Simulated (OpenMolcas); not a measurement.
Computed levels of 3s2 3p in ions with 13 electrons, in cm-1 above 2P* 1/2.

* Program: OpenMolcas 26.06
* Method: SS-CASPT2, IPEA 0.25 Eh, imaginary shift 0.1 Eh
* Basis: ANO-R2
* Scalar Hamiltonian: X2C, finite nucleus
* Spin-orbit coupling: RASSI with atomic mean-field integrals over the reference wave functions, term energies averaged over their components

Active space for each ion: 3 electrons in 4 orbitals (3s 3p); closed shells correlated by CASPT2: 2s 2p.

```tsv
Level	Al	P2+	S3+	Cl4+	Ar5+
2P* 3/2	103	496	851	1361	2060
```

Question: Estimate 2P* 3/2 for Si+ from its neighbours Al and P2+.

Answer: 2P* 3/2 is fine structure, which grows about as the fourth power of a screened charge, so the fourth roots are averaged: ((103^0.25 + 496^0.25) / 2)^4 = 244. The calculation gives 258, so the estimate is off by -5.4 %; the measured value is 287 (NIST Handbook of Basic Atomic Spectroscopic Data).

Over all roots computed the reference weight is 0.91 to 0.98 in Si+, 0.88 to 0.98 in P2+, 0.88 to 0.99 in S3+, 0.88 to 0.99 in Cl4+, 0.88 to 0.99 in Ar5+; the roots of lowest weight are the least certain, and an intruder state may touch them. Computed and measured levels are paired by configuration, term and J; levels that our copy of the source lacks, or whose pairing is in doubt (as where it misses far off the trend of its configuration), stay unpaired and out of the deviations. Only configurations of the active space appear.

* marks odd parity.
